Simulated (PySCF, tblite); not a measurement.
Rigid-rotor lines calculated for a species of formula C7H9ClNP (commonest isotopes; PBE0/pcSseg-1 in PySCF (dipole) on a GFN2-xTB geometry, gas phase), labelled J(Ka,Kc):

| transition | MHz |
| --- | --- |
| 1(1,1) ← 0(0,0) | 2727.7 |
| 2(1,1) ← 1(1,0) | 2065.7 |
| 1(0,1) ← 0(0,0) | 1004.1 |
| 2(1,2) ← 1(1,1) | 1950.6 |
| 2(0,2) ← 1(0,1) | 2006.7 |

Question: Find the rotational constants.

Answer: 1(0,1) ← 0(0,0) is B + C, 2(1,1) ← 1(1,0) is 3B + C and 2(1,2) ← 1(1,1) is B + 3C, so B − C is half the difference of the last two, 57.5 MHz. 1(1,1) ← 0(0,0) is A + C. A = 2254.4, B = 530.8, C = 473.3 MHz.

Question: What moments of inertia, asymmetry and inertial defect follow?

Answer: I = 505379 MHz·u·Å² over each constant: Ia = 224.17, Ib = 952.11, Ic = 1067.85 u·Å²; κ = (2B − A − C)/(A − C) = -0.935 (near-prolate asymmetric top); Δ = Ic − Ia − Ib = -108.43 u·Å².

Question: Which dipole components do these lines need?

Answer: μa and μb (a-type: ΔKa even, ΔKc odd; b-type: both odd). The calculation gives |μa| = 2.93 D, |μb| = 0.88 D, |μc| = 0.00 D.

Question: Where do these fall, and of which type are they? 3(2,1) ← 3(1,2); 3(3,1) ← 3(2,2); 2(2,1) ← 1(1,0); 3(2,2) ← 2(2,1); 3(2,2) ← 2(1,1); 3(2,1) ← 2(2,0); 2(1,1) ← 2(0,2); 1(1,0) ← 1(0,1); 2(2,0) ← 2(1,1); 3(3,1) ← 2(2,0); 3(3,0) ← 2(2,1); 3(2,2) ← 3(1,3); 3(0,3) ← 2(1,2).

Answer: 
| transition | MHz | type | branch |
| --- | --- | --- | --- |
| 3(0,3) ← 2(1,2) | 1339 | b | R |
| 1(1,0) ← 1(0,1) | 1781 | b | Q |
| 2(1,1) ← 2(0,2) | 1840 | b | Q |
| 3(2,2) ← 2(2,1) | 3012 | a | R |
| 3(2,1) ← 2(2,0) | 3018 | a | R |
| 3(2,1) ← 3(1,2) | 5093 | b | Q |
| 2(2,0) ← 2(1,1) | 5172 | b | Q |
| 3(2,2) ← 3(1,3) | 5431 | b | Q |
| 2(2,1) ← 1(1,0) | 7237 | b | R |
| 3(2,2) ← 2(1,1) | 8183 | b | R |
| 3(3,1) ← 3(2,2) | 8763 | b | Q |
| 3(3,1) ← 2(2,0) | 11774 | b | R |
| 3(3,0) ← 2(2,1) | 11775 | b | R |

Question: Which structure gave them?

Answer: `Clc1ncc(C(C)C)pc1`, point group Cs. Three constants can't fix a structure by themselves; this is the one that was computed:
```
atom  x, y, z in Å
C1    -2.059   -0.873   -0.282
C2    -1.191   -0.086    0.701
C3    -1.648    1.370    0.799
C4     0.268   -0.167    0.315
C5     0.714    0.334   -0.895
N6     1.952    0.331   -1.354
C7     2.931   -0.185   -0.647
Cl8    4.487   -0.100   -1.408
C9     2.848   -0.770    0.600
P10    1.353   -0.915    1.464
H11   -1.723   -1.907   -0.339
H12   -2.009   -0.440   -1.277
H13   -3.096   -0.864    0.046
H14   -1.299   -0.545    1.693
H15   -1.589    1.862   -0.168
H16   -2.678    1.414    1.146
H17   -1.023    1.916    1.503
H18    0.007    0.791   -1.579
H19    3.746   -1.155    1.062
```

The values belong to one conformer (point group Cs) with, in the numbering `[CH3:1][CH:2]([CH3:3])[c:4]1[cH:5][n:6][c:7]([Cl:8])[cH:9][p:10]1`, C1–C2–C4–C5 62°. Its GFN2-xTB frequencies are all real (lowest 40 cm⁻¹). Zero-point vibration and centrifugal distortion are left out. A rigid rotor knows nothing of internal rotation, which can split or shift real lines. Quadrupole hyperfine structure (14N, 35Cl) is left out.
